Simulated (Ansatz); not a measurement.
`C=C[SiH2]N[SiH2]O` → 2 C• + 9 H• + N• + O• + 2 Si•  (atomization)

Isolated molecules relaxed with PBE0-D4/def2-TZVP in Ansatz; ΔE leaves out vibrations. CCSD(T)/CBS adds triple-zeta CCSD(T) − MP2 to the extrapolated MP2 energy (def2 sets, frozen cores). This one scheme is used for every species, atoms too. For atomizations the MP2-based limit and the directly extrapolated one differ by several kJ/mol either way, and by 10 to 25 for some Ge, Se and Sn compounds, so smaller differences from it don't rank the levels. DFT in def2-TZVPP. Open shells (•) are unrestricted, without spin–orbit coupling. Spin–orbit coupling would lower the free atoms: a little for C, O, Si. Each species was taken in one conformer, which may not be the lowest.

What is ΔE at CCSD(T)/CBS? (Estimate.)

Ansatz gave: +1338.8 kcal/mol.

What do these levels give: revPBE-D4, r2SCANh-D4, CCSD/def2-SVP, CCSD/def2-TZVPP, HF/def2-QZVPP, MP2/def2-QZVPP? (An estimate is asked.)

Computed: revPBE-D4 1318.9, r2SCANh-D4 1326.7, CCSD/def2-SVP 1234.3, CCSD/def2-TZVPP 1283.3, HF/def2-QZVPP 980.8, MP2/def2-QZVPP 1339.7 kcal/mol.

What do rigid-rotor, harmonic-oscillator terms from PBE0-D4/def2-TZVP frequencies (298.15 K, 1 bar) make of the CCSD(T)/CBS value? (Estimate.)

Ansatz gave: ΔZPE = -68.0 kcal/mol, ΔH = +1286.6 kcal/mol, ΔS = 1600 J/(mol·K), ΔG = +1172.6 kcal/mol. Open shells count their whole term as degenerate. Modes under 50 cm⁻¹ make the entropy rough.

Largest T1 diagnostic among the species: 0.012.

In def2-TZVPP, CCSD(T) changes the Hartree–Fock value by +323.3 kcal/mol (the triples alone add +18.1 kcal/mol) and MP2 by +339.2 kcal/mol; breaking electron pairs costs correlation energy, which Hartree–Fock lacks. At CCSD(T), def2-SVP lies −92.1 kcal/mol from the extrapolated value and def2-TZVPP −37.5 kcal/mol: correlation converges slowly with the basis, and small sets miss more of it in the bonded molecule than in its fragments. From r2SCAN to r2SCAN0 (25 % exact exchange), in def2-TZVPP and without D4, ΔE moves by −18.2 kcal/mol: exact exchange takes away binding that semilocal exchange gives to molecules.
